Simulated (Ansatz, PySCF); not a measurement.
Stretching the O3–H4 bond in BH3O2 (SMILES OBO) (multiplicity 1 held, fragments rigid). Energies count from the point at 0.965 Å.
Geometry at that point (charge 0, multiplicity 1):
```xyz
6

B     -0.32498    -0.27209    -0.23352
H     -1.10969    -0.98710    -0.77860
O     -0.27462     1.03161    -0.60532
H      0.38596     1.53678    -0.11517
O      0.51653    -0.72311     0.74487
H      0.41334    -1.65727     0.94491
```

R- and RO- levels are restricted; in cc, def2 and unpolarised 6-31G sets they are followed outwards from rest. Unrestricted levels (U-) break spin symmetry where that is lower. Curves can end on different states.

Cores are frozen in the correlated methods. Rows in 6-31G* carry no dispersion term and start afresh at each structure (6-31G* with six Cartesian d functions).

Codes used: Ansatz (a quantum-chemistry and plane-wave program); PySCF for 6-31G* rows. Values without a source in brackets are computed.

Task: One of these levels gives 3.569 eV for the energy at R = 3.089 Å. Name it.
A. U-SCS-MP2/cc-pVTZ
B. U-HF/6-31G*
C. R-r2SCAN/cc-pVTZ
D. R-HF/cc-pVTZ

Result: B, U-HF/6-31G*. The others give 9.403 (R-HF/cc-pVTZ), 6.673 (R-r2SCAN/cc-pVTZ), 5.367 (U-SCS-MP2/cc-pVTZ)

Doubts at one or more of the structures used: a spin-contaminated determinant (U-HF/6-31G*, U-SCS-MP2/cc-pVTZ); a restricted determinant that unrestricted orbitals would lower (R-HF/cc-pVTZ, R-r2SCAN/cc-pVTZ).
